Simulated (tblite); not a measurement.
Compound: C4H6F3P.
Geometry (GFN2-xTB, Å), atoms numbered from 1 in this order:
```xyz
14
C4H6F3P angstrom
F      1.568   -1.214   -0.109
C      1.852    0.051    0.237
F      2.741    0.498   -0.664
F      2.485   -0.014    1.419
P      0.380    1.244    0.350
C     -0.550    0.568   -1.127
C     -1.270   -0.496   -0.279
C     -0.822    0.020    1.101
H      0.074    0.192   -1.936
H     -1.225    1.324   -1.526
H     -2.351   -0.504   -0.412
H     -0.896   -1.499   -0.480
H     -0.377   -0.718    1.767
H     -1.611    0.547    1.637
```

Computed values, GFN2-xTB/tblite, gas phase, harmonic and unscaled. This tight-binding method is rough: wavenumbers can miss measured ones by several per cent, in bad cases by 10 to 20. One conformer, not necessarily the lowest.

Harmonic wavenumbers (cm⁻¹): 26.5, 141.1, 144.2, 171.5, 256.7, 285.4, 399.5, 466.3, 471.7, 569.9, 660.4, 699.0, 739.4, 753.2, 815.4, 911.5, 991.6, 1000.9, 1041.3, 1041.9, 1047.7, 1081.2, 1158.3, 1162.8, 1193.7, 1203.8, 1278.3, 1431.0, 1431.9, 1490.7, 2985.2, 2990.2, 2995.9, 2999.8, 3004.9, 3022.0.

A = 2870, B = 1350, C = 1342 MHz; mass 142.016 u (most abundant isotopes); point group Cs, symmetry number 1.

**Question.** What is the zero-point energy?

**Answer.** Half the sum of the wavenumbers: 21032 cm⁻¹ = 251.60 kJ/mol.

**Question.** Give the ideal-gas entropy at 350 K and 1 bar in the rigid-rotor, harmonic-oscillator model (classical rotation).

**Answer.** Translation 174.00, rotation 121.31, vibration 111.31: S = 406.6 J/(mol K).

**Question.** And Cp and H(350 K) − H(0)?

**Answer.** Cp = 151.49 J/(mol K), of which vibrations give 118.24 (their classical limit is 36 R = 299.3); H(350 K) − H(0) = 31.92 kJ/mol without the zero-point energy, 20.28 from vibrations.

**Question.** Blend soft modes into free rotors: weight 1/[1 + (100 cm⁻¹/ν̃)⁴] for the oscillator and the rest for a rotor with moment μB/(μ + B), μ = h/(8π²ν), B = 10⁻⁴⁴ kg m². What vibrational entropy results?

**Answer.** 101.99 J/(mol K) in place of 111.31, which changes −T·S at 350 K by +3.26 kJ/mol.

**Question.** What must be added to the electronic energy to get the Gibbs energy at 350 K and 1 bar?

**Answer.** ZPE + [H(350 K) − H(0)] − T·S = 251.60 + 31.92 − 142.31 = 141.21 kJ/mol.

**Question.** Which modes carry the vibrational entropy at 350 K?

**Answer.** 26.5 cm⁻¹: 26.75; 141.1 cm⁻¹: 12.96; 144.2 cm⁻¹: 12.78; 171.5 cm⁻¹: 11.39; 256.7 cm⁻¹: 8.24; 285.4 cm⁻¹: 7.45 J/(mol K); the other 30 give 31.73 together.

Hindered rotation and anharmonicity are outside this model. Other conformers, if any are populated, would add a mixing term that is left out.
